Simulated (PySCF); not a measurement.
**Electron correlation in Si⁻ (silicon, charge -1)**

[Ne] 3s2 3p3, high-spin 4S determinant. All numbers are calculated (PySCF 2.14, the spin-free X2C one-electron Hamiltonian (Gaussian nucleus), in x2c-TZVPPall with one added diffuse shell each of s, p, d type (6s6p4d1f, 51 functions)). Frozen: [Ne]; 5 electrons correlated.

MP2 pair energies summed by pair of shells (mhartree):

```tsv
pair	energy	share (%)
3s-3p	-46.33	61.8
3p-3p	-16.45	21.9
3s-3s	-12.23	16.3
```

Total MP2 correlation energy: -75.02 mhartree.

Same-spin part -21.65 and opposite-spin part -53.37 mhartree; SCS-MP2 scales them by 1/3 and 6/5 to -71.26 mhartree.
